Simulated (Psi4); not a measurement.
Method: SAPT0/jun-cc-pVDZ, frozen core (Psi4).

Psi4 input:

```
molecule {
0 1
C -0.15382117 -0.00019196 -0.00069611
Cl 1.64056121 0.00205402 0.00742153
H -0.49095179 -0.55224331 -0.87272640
H -0.49911048 -0.47868129 0.91071951
H -0.49667777 1.02906254 -0.04471852
--
0 1
F -0.88830274 -1.75770587 3.82718408
Si 0.62615023 -1.46125016 4.10269981
F 1.12623398 -2.36327417 5.28304487
F 1.46430463 -1.77366125 2.81542353
F 0.80253698 0.04882394 4.48515753
units angstrom
symmetry c1
no_reorient
no_com
}
set basis jun-cc-pvdz
set scf_type df
set freeze_core true
energy('sapt0')
```

Part of the output:

```
    SAPT Results
  --------------------------------------------------------------------------------------------------------
    Electrostatics                  0.69395193 [mEh]       0.43546141 [kcal/mol]       1.82197053 [kJ/mol]
      Elst10,r                      0.69395193 [mEh]       0.43546141 [kcal/mol]       1.82197053 [kJ/mol]

    Exchange                        1.81517373 [mEh]       1.13903871 [kcal/mol]       4.76573796 [kJ/mol]
      Exch10                        1.81517373 [mEh]       1.13903871 [kcal/mol]       4.76573796 [kJ/mol]
      Exch10(S^2)                   1.81361480 [mEh]       1.13806047 [kcal/mol]       4.76164499 [kJ/mol]

    Induction                      -0.19611006 [mEh]      -0.12306092 [kcal/mol]      -0.51488688 [kJ/mol]
      Ind20,r                      -0.72676128 [mEh]      -0.45604959 [kcal/mol]      -1.90811148 [kJ/mol]
      Exch-Ind20,r                  0.62430666 [mEh]       0.39175834 [kcal/mol]       1.63911692 [kJ/mol]
      delta HF,r (2)               -0.09365544 [mEh]      -0.05876967 [kcal/mol]      -0.24589232 [kJ/mol]

    Dispersion                     -1.15116595 [mEh]      -0.72236754 [kcal/mol]      -3.02238578 [kJ/mol]
      Disp20                       -1.25964002 [mEh]      -0.79043604 [kcal/mol]      -3.30718441 [kJ/mol]
      Exch-Disp20                   0.10847407 [mEh]       0.06806851 [kcal/mol]       0.28479863 [kJ/mol]
      Disp20 (SS)                  -0.62982001 [mEh]      -0.39521802 [kcal/mol]      -1.65359220 [kJ/mol]
      Disp20 (OS)                  -0.62982001 [mEh]      -0.39521802 [kcal/mol]      -1.65359220 [kJ/mol]
      Exch-Disp20 (SS)              0.05809431 [mEh]       0.03645473 [kcal/mol]       0.15252660 [kJ/mol]
      Exch-Disp20 (OS)              0.05037975 [mEh]       0.03161377 [kcal/mol]       0.13227203 [kJ/mol]

  Total HF                          2.31301559 [mEh]       1.45143920 [kcal/mol]       6.07282161 [kJ/mol]
  Total SAPT0                       1.16184965 [mEh]       0.72907166 [kcal/mol]       3.05043583 [kJ/mol]
```
